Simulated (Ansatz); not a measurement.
The cluster HfTe₂, relaxed as a triplet with UKS B3LYP-D4/def2-TZVP in Ansatz, starting from the B3LYP-D4/def2-TZVP geometry of the neutral singlet. Force threshold 0.02 eV/Å.

In the def2 sets Hf, Te take a core potential; there is no spin–orbit coupling. The relaxation made no stability test and no search for a lower SCF solution. At B3LYP-D4/def2-TZVP a singlet of charge 0 lies 0.37 eV below the triplet, each at its own geometry. That singlet is doubtful there (restricted singlet, unstable towards broken spin symmetry at other levels and untested here). The structure comes from a short search, and lower isomers may exist.

Start:

```xyz
3

Hf   -0.970   -0.965   -0.817
Te    0.793    1.157   -0.753
Te    0.178   -0.192    1.570
```

```json
{"step": "1", "energy (eV)": "-15898.4001", "largest force component (eV/Å)": "0.296", "SCF passes": "133"}
{"step": "2", "energy (eV)": "-15898.4034", "largest force component (eV/Å)": "0.248", "SCF passes": "56"}
{"step": "3", "energy (eV)": "-15898.4094", "largest force component (eV/Å)": "0.020", "SCF passes": "49"}
{"step": "4", "energy (eV)": "-15898.4094", "largest force component (eV/Å)": "0.001", "SCF passes": "50"}
```

Force components are those of the run's own axes.

End:

Cartesian coordinates in Å:
```
Hf -0.964 -0.958 -0.811
Te 0.795 1.166 -0.778
Te 0.168 -0.208 1.589
```

By distances, no bond broke or formed. The bond that changes most is Te2–Te3, from 2.76 to 2.81 Å (atoms count from 1).

No frequencies were taken in this run, so the end may be a saddle point.

It took 18 s on 4 threads of Arm Neoverse V2 on a shared host.
